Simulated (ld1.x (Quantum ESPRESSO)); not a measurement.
**How hard is this potassium (K) PAW potential?**

ld1.x (Quantum ESPRESSO) 7.5 input, shortened:

```
&input
   title='K', zed=19., rel=1, dft='PBE', iswitch=3,
   config='[Ar] 3d-2 4s1 4p0'
 /
 &inputp
   pseudotype=3, lpaw=.true., tm=.true., lloc=-1, rcloc=2.88,
   nlcc=.true., rcore=1.25,
   which_augfun='BESSEL', rmatch_augfun=2.10
 /
6
3S  1  0   2.00   0.00  2.04  2.28  0.0
4S  2  0   1.00   0.00  2.04  2.28  0.0
3P  2  1   6.00   0.00  2.40  3.06  0.0
4P  3  1   0.00   0.00  2.40  3.06  0.0
3D  3  2  -2.00   0.15  2.22  2.40  0.0
3D  3  2  -2.00   1.20  2.22  2.40  0.0
 &test
   configts(1)='3s2 3p6 4s1 4p0'
 /
```

The pseudo-atom Hamiltonian at the reference potential is diagonalised in spherical Bessel functions j_l(qr) that vanish at 20 bohr, with q² up to the cutoff. All-electron valence levels (Ry): 3s -2.5976, 4s -0.1704, 3p -1.3828, 4p -0.0591.

**Question.** How do the lowest levels (Ry) of each channel move with the cutoff, and are there ghosts?

**Answer.**

```csv
cutoff (Ry),s #1,s #2,s #3,p #1,p #2,d #1,d #2,f #1,f #2,Σ f·Δε (mRy)
8,-2.5936,-0.1553,0.0120,-1.3823,-0.0452,0.0149,0.0896,0.0843,0.2027,25.8
10,-2.5969,-0.1599,0.0105,-1.3826,-0.0497,0.0137,0.0862,0.0843,0.2027,13.0
12,-2.5974,-0.1646,0.0090,-1.3826,-0.0559,0.0130,0.0842,0.0843,0.2027,7.0
15,-2.5974,-0.1683,0.0079,-1.3827,-0.0585,0.0127,0.0834,0.0843,0.2027,2.8
18,-2.5976,-0.1702,0.0073,-1.3827,-0.0585,0.0126,0.0832,0.0843,0.2027,0.5
21,-2.5976,-0.1703,0.0073,-1.3827,-0.0587,0.0126,0.0832,0.0843,0.2027,0.2
25,-2.5976,-0.1704,0.0073,-1.3828,-0.0588,0.0126,0.0832,0.0843,0.2027,0.1
400,-2.5976,-0.1704,0.0072,-1.3828,-0.0588,0.0126,0.0831,0.0843,0.2027,0.0
```

Result: no extra level below or beside the all-electron valence levels (s, p, d, f tested); 10 mRy is reached at 12 Ry and 1 mRy at 18 Ry.

Test run stopped at test 4 of 5 (negative rho).
